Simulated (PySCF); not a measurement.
Compounds:
1. `FC(F)(F)C(F)(F)/C=C\[SiH3]`, C$_{4}$H$_{5}$F$_{5}$Si
2. `[SiH3]c1nnncc1C1CC1`, C$_{6}$H$_{9}$N$_{3}$Si
3. `COC(=O)c1ccccc1`, C$_{8}$H$_{8}$O$_{2}$
4. `CC#CC#CC(=O)OCC`, C$_{8}$H$_{8}$O$_{2}$
5. SMILES [SiH3]C(/C(=C/C)C)(C)C, C$_{7}$H$_{16}$Si
6. `[C@@H](C(OC)=O)(C)O[SiH3]`, C$_{4}$H$_{10}$O$_{3}$Si

Method: GFN2-xTB geometry, shielding tensors at PBE0/pcSseg-1 (GIAO), in PySCF 2.14.0 with density-fitted response routines (no relativistic terms, one conformer, rapidly exchanging positions averaged, no solvent).

References, each an isolated molecule treated in the same way: 1H (σ = 31.72 ppm), 13C (σ = 186.93 ppm) against TMS. Shifts are as computed. Against solution values, carbons near 30 ppm lie about +3 ppm off and those near 130 ppm about +5 ppm. Of 1211 compounds with measured shifts, 218 miss one by over three times the rms of a fit or turn the order of signals round; such compounds aren't used in these exercises.

Task: Which show a 1H signal between 6.5 and 9 ppm from a carbon-bound hydrogen?

Result: 1 (6.98, 6.83: hydrogen on an alkene CH); 2 (8.43: hydrogen on an aromatic CH next to a ring nitrogen); 3 (8.54, 7.81, 7.75: hydrogen on an aromatic CH).

Task: Which show a 13C signal below 10 ppm?

Result: 4 (5.6: propargylic methyl carbon).

Task: Which give exactly 8 13C signals?

Result: 4 (δ 159.8, 90.2, 79.5, 71.7, 70.6, 63.2, 16.5, 5.6).
